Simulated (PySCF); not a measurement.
HLiO, charge -1, doublet, at a GFN2-xTB geometry (such geometries of metal compounds can be far from the true shape) (a state made from the parent by changing its charge; the spin is typed, not shown lowest) (in this run its highest filled SCF level lies above zero, so its values depend strongly on the basis, on diffuse functions most of all), with bond 1-2 at 1.3 times its length. Base run: PySCF with CAMB3LYP/def2-SVP.

Here is a job for PySCF.
```python
from pyscf import gto, scf, dft

mol = gto.Mole()
mol.atom = '''
    Li    0.000000    0.000000   -1.958979
    O     0.000000    0.000000    0.367566
    H     0.000000    0.000000    1.325727
'''
mol.basis = 'def2-svp'
mol.charge = -1
mol.spin = 1
mol.verbose = 4
mol.build()

mf = dft.UKS(mol)
mf.xc = 'camb3lyp'
mf.kernel()
mf.analyze()
```

Variants of this job, named by their change:

```
change                                       ΔE vs base (µEh)  SCF cycles  <S^2>        outcome
-------------------------------------------  ----------------  ----------  -----  -------------
base                                                      0.0          11  0.750      converged
conv_tol = 1e-4                                           3.0           7  0.750      converged
init_guess = sap                                          0.0          13  0.750      converged
diis_space = 12                                           0.0          11  0.750      converged
DIIS = ADIIS                                              0.0          18  0.750      converged
conv_tol = 1e-12                                          0.0          14  0.750      converged
init_guess = 1e                                           0.0          29  0.750      converged
conv_tol_grad = 1e-7                                      0.0          14  0.750      converged
level_shift = 0.3 (with mf.max_cycle = 100)               0.0          20  0.750      converged
diis_space = 4                                            0.0          11  0.750      converged
init_guess = huckel                                       0.0          11  0.750      converged
DIIS = EDIIS                                                -          50      -  not converged
init_guess = atom                                         0.0          12  0.750      converged
```

Open shells are given as the SCF converged; they aren't shown to be the lowest states, and a large step between rows can be another state.
